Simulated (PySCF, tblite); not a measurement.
Isomers of C6H11FS2Si. Level: GFN2-xTB in tblite, geometry and Hessian alike; calculated harmonic values, unscaled, isolated species. The method is semi-empirical: single wavenumbers can be off by several per cent or more. Modes of hydrogen on silicon can be 10 to 20 % off. One conformer each.

Electronic energies: PBE0/pcSseg-1 single points on the GFN2-xTB geometries (PySCF, gas phase).

```json
{"SMILES": "CSCS[SiH2]C1=CC[C@H]1F", "electronic energy, lowest = 0 (kcal/mol)": "52.5"}
{"SMILES": "C/C(=C\\F)[SiH]1SCCCS1", "electronic energy, lowest = 0 (kcal/mol)": "0.0"}
{"SMILES": "CS[SiH](SC)C1=CC[C@@H]1F", "electronic energy, lowest = 0 (kcal/mol)": "28.5"}
```

Task: How do GFN2-xTB zero-point energies change the relative energies?

Result: 
| SMILES | ZPE (kcal/mol) | of it from modes above 1550 cm⁻¹ | electronic (kcal/mol) | with ZPE, lowest = 0 (kcal/mol) | lowest mode (cm⁻¹) | rings |
| --- | --- | --- | --- | --- | --- | --- |
| C/C(=C\F)[SiH]1SCCCS1 | 98.7 | 48.6 | 0.0 | 0.0 | 31 | 1 |
| CS[SiH](SC)C1=CC[C@@H]1F | 96.6 | 49.1 | 28.5 | 26.3 | 13 | 1 |
| CSCS[SiH2]C1=CC[C@H]1F | 94.9 | 47.8 | 52.5 | 48.6 | 12 | 1 |

The zero-point energies span 3.8 kcal/mol, from `CSCS[SiH2]C1=CC[C@H]1F` to `C/C(=C\F)[SiH]1SCCCS1`. The order is unchanged.

Task: And how do the electronic energies of GFN2-xTB itself compare?

Result: `C/C(=C\F)[SiH]1SCCCS1` 0.0; `CS[SiH](SC)C1=CC[C@@H]1F` 26.2; `CSCS[SiH2]C1=CC[C@H]1F` 40.1 kcal/mol, lowest = 0. Against the energies above, taken from the same isomer `C/C(=C\F)[SiH]1SCCCS1`, the largest difference is 12.4 kcal/mol.
